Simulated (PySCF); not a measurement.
A structure optimised at PBE0-D3(BJ)/def2-SVP, used in a PySCF frequency run:

```
O
C 1 1.3999
H 2 1.1049 1 113.33
H 2 1.1050 3 107.79 1 -122.24
H 2 1.1050 3 107.79 4 -115.52
Ga 1 1.7721 2 124.68 3 0.00
O 6 1.7842 1 112.67 2 0.00
H 7 0.9618 6 114.93 1 180.00
H 6 1.5486 1 120.43 2 180.00
```

Problem. Write its SMILES, formula and point group.

Solution. C[O][GaH][OH], CH5GaO2, Cs

Problem. What are its rotational constants (standard atomic weights)?

Solution. 9.1735, 3.5419, 2.5972 GHz
